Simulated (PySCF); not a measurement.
PySCF input for SeF4, SMILES F[Se](F)(F)F, TPSSh-D3(BJ)/def2-SVP. 

```python
import numpy as np
from pyscf import gto, scf, dft
from pyscf.geomopt import geometric_solver

mol = gto.M(
    atom='''
    Se   -0.00000000   -0.00000000   -0.35939642
    F    -0.00000030   -1.64084265    0.33316914
    F     1.63328923   -0.00000030    0.34569075
    F     0.00000031    1.64084265    0.33316914
    F    -1.63328923    0.00000031    0.34569076
    ''',
    basis='def2-SVP',
    charge=0,
    spin=0,
    max_memory=1600,
    verbose=3,
)
mf = dft.RKS(mol, xc='tpssh').density_fit(auxbasis='def2-universal-jkfit')
mf.disp = 'd3bj'
mf.grids.level = 4
mf.conv_tol = 1e-9
mf.max_cycle = 100
mf.kernel()
grad = mf.nuc_grad_method()
grad.grid_response = mol.nao <= 150
conv, mol_eq = geometric_solver.kernel(grad, convergence_set='GAU_TIGHT', maxsteps=100)
print(mol_eq.tostring(format='xyz'))
mf.reset(mol_eq)
mf.kernel()
```

Program output:

```
converged SCF energy = -2800.17389154308
[banner and settings of the optimiser left out]
Geometry optimization cycle 1
Cartesian coordinates (Angstrom)
 Atom        New coordinates             dX        dY        dZ
  Se   0.000000   0.000000  -0.359396    0.000000  0.000000  0.000000
   F  -0.000000  -1.640843   0.333169    0.000000  0.000000  0.000000
   F   1.633289  -0.000000   0.345691    0.000000  0.000000  0.000000
   F   0.000000   1.640843   0.333169    0.000000  0.000000  0.000000
   F  -1.633289   0.000000   0.345691    0.000000  0.000000  0.000000

WARN: Mole.unit (angstrom) is changed to Bohr

converged SCF energy = -2800.17389154273
--------------- DFRKS_Scanner gradients ---------------
         x                y                z
0 Se     0.0000000002    -0.0000000003    -0.0352093309
1 F    -0.0000000007    -0.0049456492     0.0089960561
2 F     0.0046354488    -0.0000000010     0.0086086092
3 F     0.0000000020     0.0049456482     0.0089960562
4 F    -0.0046354503     0.0000000023     0.0086086094
----------------------------------------------
cycle 1: E = -2800.17389154  dE = -2800.17  norm(grad) = 0.0405175
Step    0 : Gradient = 1.812e-02/3.521e-02 (rms/max) Energy = -2800.1738915427
Hessian Eigenvalues: 5.00000e-02 5.00000e-02 5.00000e-02 ... 2.76712e-01 2.78448e-01 2.78448e-01

Geometry optimization cycle 2
Cartesian coordinates (Angstrom)
 Atom        New coordinates             dX        dY        dZ
  Se   0.000000   0.000000  -0.311225    0.000000  0.000000  0.048171
   F  -0.000000  -1.649158   0.319378    0.000000 -0.008315 -0.013791
   F   1.641654  -0.000000   0.335396    0.008365  0.000000 -0.010295
   F   0.000000   1.649158   0.319378   -0.000000  0.008315 -0.013791
   F  -1.641654   0.000000   0.335396   -0.008365 -0.000000 -0.010295
converged SCF energy = -2800.17588858541
--------------- DFRKS_Scanner gradients ---------------
         x                y                z
0 Se     0.0000000011    -0.0000000002    -0.0027494891
1 F    -0.0000000012    -0.0001992766     0.0008171554
2 F     0.0003250573    -0.0000000008     0.0005575889
3 F     0.0000000000     0.0001992776     0.0008171555
4 F    -0.0003250572    -0.0000000000     0.0005575893
----------------------------------------------
cycle 2: E = -2800.17588859  dE = -0.00199704  norm(grad) = 0.00313173
Step    1 : Displace = 2.526e-02/4.817e-02 (rms/max) Trust = 1.000e-01 (=) Grad = 1.401e-03/2.749e-03 (rms/max) E (change) = -2800.1758885854 (-1.997e-03) Quality = 1.093
Hessian Eigenvalues: 5.00000e-02 5.00000e-02 5.00000e-02 ... 2.76712e-01 2.77903e-01 2.78448e-01

Geometry optimization cycle 3
Cartesian coordinates (Angstrom)
 Atom        New coordinates             dX        dY        dZ
  Se  -0.000000   0.000000  -0.306648   -0.000000 -0.000000  0.004577
   F  -0.000000  -1.650913   0.316501    0.000000 -0.001755 -0.002877
   F   1.642082  -0.000000   0.335985    0.000428  0.000000  0.000589
   F   0.000000   1.650913   0.316501   -0.000000  0.001755 -0.002877
   F  -1.642082   0.000000   0.335985   -0.000428 -0.000000  0.000589
converged SCF energy = -2800.17590405029
--------------- DFRKS_Scanner gradients ---------------
         x                y                z
0 Se    -0.0000000002    -0.0000000003     0.0001326208
1 F     0.0000000002     0.0001686996     0.0001042949
2 F     0.0000696934    -0.0000000001    -0.0001706053
3 F     0.0000000008    -0.0001687001     0.0001042950
4 F    -0.0000696942     0.0000000009    -0.0001706054
----------------------------------------------
cycle 3: E = -2800.17590405  dE = -1.54649e-05  norm(grad) = 0.000405203
Step    2 : Displace = 2.991e-03/4.577e-03 (rms/max) Trust = 1.414e-01 (+) Grad = 1.812e-04/1.983e-04 (rms/max) E (change) = -2800.1759040503 (-1.546e-05) Quality = 1.047
Hessian Eigenvalues: 5.00000e-02 5.00000e-02 5.00000e-02 ... 2.77630e-01 2.78448e-01 3.29838e-01

Geometry optimization cycle 4
Cartesian coordinates (Angstrom)
 Atom        New coordinates             dX        dY        dZ
  Se   0.000000   0.000000  -0.306317    0.000000  0.000000  0.000332
   F  -0.000000  -1.652001   0.314331    0.000000 -0.001088 -0.002170
   F   1.641302  -0.000000   0.337989   -0.000780  0.000000  0.002004
   F   0.000000   1.652001   0.314331   -0.000000  0.001088 -0.002170
   F  -1.641302   0.000000   0.337989    0.000780 -0.000000  0.002004
converged SCF energy = -2800.17590725666
--------------- DFRKS_Scanner gradients ---------------
         x                y                z
0 Se     0.0000000001     0.0000000002     0.0002865023
1 F    -0.0000000007     0.0001734623     0.0000931662
2 F     0.0001227032    -0.0000000006    -0.0002364174
3 F     0.0000000001    -0.0001734620     0.0000931662
4 F    -0.0001227026     0.0000000001    -0.0002364174
----------------------------------------------
cycle 4: E = -2800.17590726  dE = -3.20638e-06  norm(grad) = 0.000549108
[...]
  Se   0.000000   0.000000  -0.303494   -0.000000  0.000000  0.013566
   F  -0.000000  -1.780229  -0.125861    0.000000  0.013321  0.124811
   F   1.350438  -0.000000   0.776770    0.153007 -0.000000 -0.131594
   F   0.000000   1.780229  -0.125861   -0.000000 -0.013321  0.124811
   F  -1.350438   0.000000   0.776770   -0.153007  0.000000 -0.131594
converged SCF energy = -2800.18476722588
--------------- DFRKS_Scanner gradients ---------------
         x                y                z
0 Se     0.0000000000     0.0000000000     0.0010935627
1 F     0.0000000000    -0.0001147319    -0.0003389994
2 F     0.0025607939    -0.0000000001    -0.0002077819
3 F    -0.0000000000     0.0001147318    -0.0003389994
4 F    -0.0025607939     0.0000000001    -0.0002077819
----------------------------------------------
cycle 26: E = -2800.18476723  dE = -0.00379734  norm(grad) = 0.00382802
Step   25 : Displace = 1.504e-01/2.018e-01 (rms/max) Trust = 1.500e-01 (-) Grad = 1.712e-03/2.569e-03 (rms/max) E (change) = -2800.1847672259 (-3.797e-03) Quality = 0.545
Hessian Eigenvalues: 5.00000e-02 5.00000e-02 5.00000e-02 ... 2.88062e-01 3.08301e-01 3.18851e-01

Geometry optimization cycle 27
Cartesian coordinates (Angstrom)
 Atom        New coordinates             dX        dY        dZ
  Se   0.000000   0.000000  -0.307330    0.000000 -0.000000 -0.003836
   F  -0.000000  -1.781062  -0.135545   -0.000000 -0.000833 -0.009684
   F   1.334008  -0.000000   0.788372   -0.016430  0.000000  0.011602
   F   0.000000   1.781062  -0.135545    0.000000  0.000833 -0.009684
   F  -1.334008   0.000000   0.788372    0.016430 -0.000000  0.011602
converged SCF energy = -2800.18487889291
--------------- DFRKS_Scanner gradients ---------------
         x                y                z
0 Se    -0.0000000000     0.0000000000     0.0003028711
1 F     0.0000000000     0.0000209114     0.0000604361
2 F     0.0007302816    -0.0000000000    -0.0002118717
3 F    -0.0000000000    -0.0000209114     0.0000604361
4 F    -0.0007302816     0.0000000000    -0.0002118717
----------------------------------------------
cycle 27: E = -2800.18487889  dE = -0.000111667  norm(grad) = 0.00112085
Step   26 : Displace = 1.423e-02/2.011e-02 (rms/max) Trust = 1.500e-01 (=) Grad = 5.013e-04/7.604e-04 (rms/max) E (change) = -2800.1848788929 (-1.117e-04) Quality = 1.375
Hessian Eigenvalues: 5.00000e-02 5.00000e-02 5.00000e-02 ... 2.79748e-01 3.08301e-01 3.12225e-01

Geometry optimization cycle 28
Cartesian coordinates (Angstrom)
 Atom        New coordinates             dX        dY        dZ
  Se   0.000000   0.000000  -0.308503    0.000000 -0.000000 -0.001172
   F  -0.000000  -1.782203  -0.144711   -0.000000 -0.001141 -0.009166
   F   1.323321  -0.000000   0.798124   -0.010686 -0.000000  0.009752
   F   0.000000   1.782203  -0.144711    0.000000  0.001141 -0.009166
   F  -1.323321   0.000000   0.798124    0.010686  0.000000  0.009752
converged SCF energy = -2800.18489756251
--------------- DFRKS_Scanner gradients ---------------
         x                y                z
0 Se    -0.0000000000    -0.0000000000    -0.0001119335
1 F     0.0000000000     0.0000052474     0.0000404280
2 F    -0.0000963555     0.0000000000     0.0000155387
3 F    -0.0000000000    -0.0000052474     0.0000404280
4 F     0.0000963555    -0.0000000000     0.0000155387
----------------------------------------------
cycle 28: E = -2800.18489756  dE = -1.86696e-05  norm(grad) = 0.000186828
Step   27 : Displace = 1.087e-02/1.447e-02 (rms/max) Trust = 2.121e-01 (+) Grad = 8.355e-05/1.119e-04 (rms/max) E (change) = -2800.1848975625 (-1.867e-05) Quality = 0.932
Hessian Eigenvalues: 5.00000e-02 5.00000e-02 5.00000e-02 ... 2.79750e-01 3.08301e-01 3.15023e-01

Geometry optimization cycle 29
Cartesian coordinates (Angstrom)
 Atom        New coordinates             dX        dY        dZ
  Se   0.000000   0.000000  -0.308218    0.000000  0.000000  0.000285
   F  -0.000000  -1.782178  -0.144327   -0.000000  0.000026  0.000384
   F   1.324159  -0.000000   0.797598    0.000838 -0.000000 -0.000526
   F   0.000000   1.782178  -0.144327    0.000000 -0.000026  0.000384
   F  -1.324159   0.000000   0.797598   -0.000838  0.000000 -0.000526
converged SCF energy = -2800.18489773312
--------------- DFRKS_Scanner gradients ---------------
         x                y                z
0 Se    -0.0000000000    -0.0000000000    -0.0000136682
1 F     0.0000000000     0.0000023504     0.0000065428
2 F    -0.0000020610     0.0000000000     0.0000002913
3 F    -0.0000000000    -0.0000023503     0.0000065428
4 F     0.0000020610    -0.0000000000     0.0000002913
----------------------------------------------
cycle 29: E = -2800.18489773  dE = -1.70607e-07  norm(grad) = 1.70924e-05
Step   28 : Displace = 6.834e-04/9.896e-04 (rms/max) Trust = 3.000e-01 (+) Grad = 7.644e-06/1.367e-05 (rms/max) E (change) = -2800.1848977331 (-1.706e-07) Quality = 1.012
Hessian Eigenvalues: 5.00000e-02 5.00000e-02 5.00000e-02 ... 2.79748e-01 3.08301e-01 3.12274e-01

Geometry optimization cycle 30
Cartesian coordinates (Angstrom)
 Atom        New coordinates             dX        dY        dZ
  Se   0.000000   0.000000  -0.308187    0.000000  0.000000  0.000031
   F  -0.000000  -1.782193  -0.144397   -0.000000 -0.000015 -0.000070
   F   1.324139  -0.000000   0.797652   -0.000020 -0.000000  0.000054
   F   0.000000   1.782193  -0.144397    0.000000  0.000015 -0.000070
   F  -1.324139   0.000000   0.797652    0.000020  0.000000  0.000054
converged SCF energy = -2800.18489773491
--------------- DFRKS_Scanner gradients ---------------
         x                y                z
0 Se    -0.0000000000     0.0000000000    -0.0000043554
1 F     0.0000000000     0.0000025848     0.0000008295
2 F     0.0000011480     0.0000000000     0.0000013482
3 F    -0.0000000000    -0.0000025848     0.0000008295
4 F    -0.0000011480    -0.0000000000     0.0000013482
----------------------------------------------
cycle 30: E = -2800.18489773  dE = -1.78989e-09  norm(grad) = 6.32291e-06
Step   29 : Displace = 5.997e-05/7.169e-05 (rms/max) Trust = 3.000e-01 (+) Grad = 2.828e-06/4.355e-06 (rms/max) E (change) = -2800.1848977349 (-1.790e-09) Quality = 1.453
Hessian Eigenvalues: 5.00000e-02 5.00000e-02 5.00000e-02 ... 2.86161e-01 3.08301e-01 3.28803e-01

Geometry optimization cycle 31
Cartesian coordinates (Angstrom)
 Atom        New coordinates             dX        dY        dZ
  Se   0.000000   0.000000  -0.308178    0.000000 -0.000000  0.000009
   F  -0.000000  -1.782201  -0.144413   -0.000000 -0.000009 -0.000016
   F   1.324131  -0.000000   0.797664   -0.000008 -0.000000  0.000012
   F   0.000000   1.782201  -0.144413    0.000000  0.000009 -0.000016
   F  -1.324131   0.000000   0.797664    0.000008  0.000000  0.000012
converged SCF energy = -2800.18489773452
--------------- DFRKS_Scanner gradients ---------------
         x                y                z
0 Se     0.0000000000    -0.0000000000    -0.0000012325
1 F     0.0000000000     0.0000014532     0.0000001781
2 F     0.0000000112     0.0000000000     0.0000004382
3 F    -0.0000000000    -0.0000014532     0.0000001781
4 F    -0.0000000112    -0.0000000000     0.0000004382
----------------------------------------------
cycle 31: E = -2800.18489773  dE = 3.81988e-10  norm(grad) = 2.48808e-06
Step   30 : Displace = 1.515e-05/1.820e-05 (rms/max) Trust = 3.000e-01 (=) Grad = 1.113e-06/1.464e-06 (rms/max) E (change) = -2800.1848977345 (+3.820e-10) Quality = -4.207
Hessian Eigenvalues: 5.00000e-02 5.00000e-02 5.00000e-02 ... 2.86161e-01 3.08301e-01 3.28803e-01
Converged! =D

5
XYZ from PySCF
Se          0.00000000        0.00000000       -0.30817827
F          -0.00000009       -1.78220142       -0.14441326
F           1.32413119       -0.00000006        0.79766408
F           0.00000009        1.78220142       -0.14441326
F          -1.32413118        0.00000007        0.79766408
converged SCF energy = -2800.18489773498
```

Self-consistency was reached.

Cost: very roughly 7 core-minutes.
